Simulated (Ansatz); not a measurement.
Consider the formal exchange of groups at the Al–C bond: `[CH3][AlH][S]C` + `CSCF` → `C[S][AlH][F]` + `CCSC`.

Program: Ansatz. Geometries: PBE0-D4/def2-TZVP. ΔE: electronic, gas phase. CCSD(T)/CBS adds triple-zeta CCSD(T) − MP2 to the extrapolated MP2 energy (def2 sets, frozen cores). This one scheme is used for every species. Functionals use def2-TZVPP. B3LYP here is the variant with VWN-RPA as its local correlation; programs differ in this. HSE06 is defined as in plane-wave codes. One conformer a species, not always the lowest.

(1) Is it downhill or uphill in electronic energy at CCSD(T)/CBS, and by how much? (An estimate is asked.)

(2) What do these levels give: PBE0-D4, B3LYP-D4, HSE06-D4, ωB97M-V, PBE-QIDH, revPBE, B3LYP, r2SCAN0, CAM-B3LYP, MP2/def2-SVP, MP2/def2-TZVPP, HF/def2-QZVPP? (Estimate.)

Largest T1 diagnostic among the species: 0.012.

Answers

(1) Computed: Downhill: ΔE = -228.6 kJ/mol.

(2) Computed: PBE0-D4 -212.4, B3LYP-D4 -216.4, HSE06-D4 -211.8, ωB97M-V -216.2, PBE-QIDH -224.6, revPBE -202.5, B3LYP -214.9, r2SCAN0 -219.4, CAM-B3LYP -218.1, MP2/def2-SVP -238.7, MP2/def2-TZVPP -235.8, HF/def2-QZVPP -227.9 kJ/mol.

From BLYP to BHLYP (50 % exact exchange), in def2-TZVPP and without D4, ΔE moves by −14.2 kJ/mol. Leaving LDA and LC-ωPBE aside and taking each functional with its dispersion term where it has one, the values, not all of them listed here, spread over 19.3 kJ/mol, from PBE-QIDH to PBE-D4.
